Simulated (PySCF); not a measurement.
**A survey of ³³S NMR shifts**

- GFN2-xTB geometry
- GIAO PBE0/pcSseg-1 shieldings
- code: PySCF 2.14.0 with density-fitted response routines
- averaged over atoms made equivalent by symmetry, fast rotation or ring inversion, isolated molecule, one conformer, relativity neglected

Shieldings were converted by a linear fit to measured shifts: ³³S: δ = 158.28 − 0.937σ (rms 33.3 ppm, 20 shifts vs sulfate, solution or neat liquid). A few per cent of atoms miss by over 2 rms, more outside the fitted compound classes.

(1) Give the ³³S shifts of `CC(C)[P@@H](=O)c1cccs1`, `FC(F)(F)P1(=S)CCSCC1`.

(2) Order these by ³³S shift, lowest first.
A. C=C(C#N)SC(F)(F)F
B. O=S(=O)(O)/C=C\F
C. C#C[P@](=S)(C(C)=O)C(C)C
D. C#C[P@@](=S)(CC#N)CCC
E. C#CCC[C@@H](CC)SC

Answers

(1) 
| compound | environment | δ (ppm) |
| --- | --- | --- |
| CC(C)[P@@H](=O)c1cccs1 | aromatic ring sulfur | -93 |
| [F:1][C:2]([F:3])([F:4])[P:5]1(=[S:6])[CH2:7][CH2:8][S:9][CH2:10][CH2:11]1 | S9: sulfide sulfur | -281 |
| [F:1][C:2]([F:3])([F:4])[P:5]1(=[S:6])[CH2:7][CH2:8][S:9][CH2:10][CH2:11]1 | S6: sulfur bonded to P | -584 |

(2) C (-557 ppm, sulfur bonded to P), D (-498 ppm, sulfur bonded to P), E (-380 ppm, sulfide sulfur), A (-129 ppm, sulfide sulfur), B (-39 ppm, sulfonyl sulfur).
